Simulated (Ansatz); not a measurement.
AsH$_{6}$In, SMILES `[AsH3+][InH3-]`, charge 0, multiplicity 1.

(1) Give a relaxed structure at PBE0-D4/def2-TZVP (Ansatz). (Estimate.)

## Answers

(1) Computed: 
```xyz
8

As    1.007    0.104    0.674
In   -1.399   -0.145   -0.936
H     1.549    1.464    1.047
H     2.319   -0.468    0.193
H     1.070   -0.485    2.063
H    -1.637    1.561   -1.100
H    -2.285   -1.012    0.271
H    -0.625   -1.019   -2.212
```
Point group C3v.
